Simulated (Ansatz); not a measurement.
Ansatz (a quantum-chemistry and plane-wave program) input (CCSD(T)/cc-pVTZ):

Ansatz 0.2 input:
```yaml
crystal:
  periodic: [false, false, false]
  atoms:
    - {symbol: O, position_ang: [0.29003508, 0.10104762, -1.12736676]}
    - {symbol: O, position_ang: [0.32920390, 0.08660056, 0.41850184]}
    - {symbol: H, position_ang: [1.21176731, 0.36559278, -1.28986981]}
    - {symbol: O, position_ang: [-0.77070989, -0.23334728, 0.87009864]}
basis:
  gaussian:
    orbitals: cc-pVTZ
magnetization: {spin_polarized: true, initial_magnetization: 1}
correlation: {method: ccsd_t, electrons: outside_noble_gas}
```

Output:

```
Functional definition: HF
integrals: 0.20 GiB planned
641 factors; integrals over basis functions are off by at most 1.1e-3 eV
mean field: 0.22 GiB planned
mean field evaluation 1: about -6119.2585 eV, gradient 2.9e1 eV
mean field evaluation 2: about -6119.2754 eV, gradient 2.9e1 eV
mean field evaluation 4: about -6122.6674 eV, gradient 3.7e0 eV
mean field evaluation 8: about -6123.1269 eV, gradient 8.5e-1 eV
mean field evaluation 16: about -6123.3835 eV, gradient 5.8e-2 eV
mean field evaluation 32: about -6123.0902 eV, gradient 4.2e-1 eV
mean field evaluation 64: about -6122.0029 eV, gradient 8.1e0 eV
mean field evaluation 96: about -6122.1208 eV, gradient 5.4e-2 eV
mean field evaluation 128: about -6119.2771 eV, gradient 1.7e-1 eV
mean field evaluation 160: about -6119.3547 eV, gradient 5.0e0 eV
mean field evaluation 192: about -6120.0370 eV, gradient 2.3e-1 eV
mean field evaluation 224: about -6120.3898 eV, gradient 7.6e-2 eV
mean field evaluation 256: about -6123.0712 eV, gradient 1.7e0 eV
mean field -6123.38344141 eV, -225.0301908936 hartree, gradient 4.6e-6 eV, S^2 1.141496; 10 other end points of the search recorded, 0 dependent functions left out
determinant -6123.38344141 eV, -225.0301908936 hartree, with singles and doubles -6142.50033679 eV, -225.7327238408 hartree
determinant -6123.17656102 eV, -225.0225881795 hartree, with singles and doubles -6142.49169919 eV, -225.7324064149 hartree
determinant -6122.12084583 eV, -224.9837913617 hartree, with singles and doubles -6140.49197362 eV, -225.6589178554 hartree
determinant -6120.38996743 eV, -224.9201827537 hartree, with singles and doubles -6138.65199964 eV, -225.5913000591 hartree
determinant -6120.19350246 eV, -224.9129627992 hartree, with singles and doubles -6138.51628071 eV, -225.5863124801 hartree
determinant -6119.91577215 eV, -224.9027563986 hartree, with singles and doubles -6137.80646981 eV, -225.5602274110 hartree
determinant -6123.38344141 eV, -225.0301908936 hartree, with singles and doubles -6142.53299635 eV, -225.7339240573 hartree
determinant -6123.17656102 eV, -225.0225881795 hartree, with singles and doubles -6142.51102071 eV, -225.7331164674 hartree
determinant -6123.10432030 eV, -225.0199333818 hartree, with singles and doubles -6142.59848020 eV, -225.7363305447 hartree
3 core orbitals not correlated
reference -6123.38344141 eV, -225.0301908936 hartree; 10, 9 occupied and 91, 92 virtual orbitals, 641 factors
second order -18.06411164 eV of doubles, -0.00000000 eV of singles
coupled cluster: 0.60 GiB planned
cycle   1  -19.14955102 eV  change    3.9e-6 eV  update   1.9e-6
coupled cluster: 0.61 GiB planned
perturbative correction -0.89678347 eV, -0.0329561847 hartree
Total energy: -6143.42977591 eV, -225.7668800983 hartree
```

It need not be the lowest isomer of its formula.

The determinant is spin-contaminated: <S^2> is 1.14 against 0.75 for a pure state.
